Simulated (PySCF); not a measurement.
3-fluoro-3-methylbut-1-yne (C5H7F), SMILES C#CC(C)(C)F.

Coordinates come from a TPSSh-D3(BJ)/def2-SVP optimisation.

Computed with TPSSh-D3(BJ)/def2-SVP (PySCF 2.14.0).

No scaling factor is applied to the harmonic values.

Problem. Estimate the vibrational spectrum. (An estimate is asked for; the answer gives what the named calculation found.)

Solution. 
| mode | ν (cm⁻¹) | IR (km/mol) | moving atoms (share of kinetic energy) |
|---|---|---|---|
| 1 | 172 | 0.9 | C 72 %, H 27 % |
| 2 | 177 | 2.4 | C 51 %, H 24 %, F 24 % |
| 3 | 225 | 0.0 | H 98 % |
| 4 | 266 | 0.3 | H 90 % |
| 5 | 338 | 2.7 | C 50 %, H 38 %, F 12 % |
| 6 | 380 | 1.2 | C 42 %, F 37 %, H 21 % |
| 7 | 401 | 1.6 | C 53 %, H 27 %, F 20 % |
| 8 | 554 | 8.0 | C 70 %, F 21 %, H 9 % |
| 9 | 557 | 11.4 | C 81 %, H 16 % |
| 10 | 678 | 38.9 | H 79 %, C 21 % |
| 11 | 716 | 29.0 | H 53 %, C 42 % |
| 12 | 718 | 4.7 | C 50 %, H 41 %, F 9 % |
| 13 | 897 | 36.5 | C 38 %, H 37 %, F 25 % |
| 14 | 931 | 0.0 | H 66 %, C 34 % |
| 15 | 971 | 25.1 | C 48 %, H 44 %, F 8 % |
| 16 | 1011 | 0.0 | H 75 %, C 25 % |
| 17 | 1185 | 65.9 | C 62 %, H 35 % |
| 18 | 1217 | 27.9 | C 77 %, H 23 % |
| 19 | 1260 | 66.2 | C 71 %, H 29 % |
| 20 | 1388 | 9.9 | H 75 %, C 25 % |
| 21 | 1405 | 8.1 | H 78 %, C 22 % |
| 22 | 1465 | 1.5 | H 96 % |
| 23 | 1472 | 0.0 | H 96 % |
| 24 | 1481 | 0.9 | H 95 % |
| 25 | 1495 | 4.0 | H 95 % |
| 26 | 2213 | 2.2 | C 91 %, H 9 % |
| 27 | 3046 | 9.4 | H 97 % |
| 28 | 3050 | 11.3 | H 97 % |
| 29 | 3141 | 0.3 | H 90 %, C 10 % |
| 30 | 3146 | 27.5 | H 90 %, C 10 % |
| 31 | 3152 | 8.6 | H 90 %, C 10 % |
| 32 | 3154 | 13.8 | H 90 %, C 10 % |
| 33 | 3471 | 59.3 | H 86 %, C 14 % |
